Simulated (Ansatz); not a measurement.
`O[SiH2]C#[C][GeH3]` and `O[SiH2]C#C[SiH2]O` differ in one atom or group.

Ansatz, PBE0-D4/def2-TZVP geometries, multiplicity 1. Each molecule was computed in one conformer, which needn't be the lowest.

Scalar relativity is left out up to krypton.

```
                                          property  `O[SiH2]C#[C][GeH3]`
               LUMO energy (B3LYP/def2-TZVPP) / eV                 -1.01
    size of the dipole moment (PBE/def2-TZVPP) / D                  1.70
             HOMO energy (ωB97M-V/def2-TZVPP) / eV                -10.28
             HOMO–LUMO gap (B3LYP/def2-TZVPP) / eV                  6.84
size of the dipole moment (ωB97M-V/def2-TZVPP) / D                  1.76
                 LUMO energy (PBE/def2-TZVPP) / eV                 -1.69
```

(1) What does the change do to each property? (Best estimate.)

## Answers

(1) The calculation gave: 
| property | `O[SiH2]C#C[SiH2]O` | shift |
| --- | --- | --- |
| LUMO energy (B3LYP/def2-TZVPP) / eV | -1.26 | -0.25 |
| size of the dipole moment (PBE/def2-TZVPP) / D | 0.07 | -1.63 |
| HOMO energy (ωB97M-V/def2-TZVPP) / eV | -10.45 | -0.17 |
| HOMO–LUMO gap (B3LYP/def2-TZVPP) / eV | 6.76 | -0.08 |
| size of the dipole moment (ωB97M-V/def2-TZVPP) / D | 0.04 | -1.72 |
| LUMO energy (PBE/def2-TZVPP) / eV | -1.96 | -0.27 |

With PBE0 the HOMO falls by 0.17 eV and the LUMO falls by 0.27 eV, so the gap narrows by about 0.10 eV. PBE moves the HOMO by -0.15 eV and ωB97M-V by -0.17 eV. Dipoles are sizes alone; their direction can turn.

B3LYP here is the variant with VWN-RPA as its local correlation; programs differ in this.
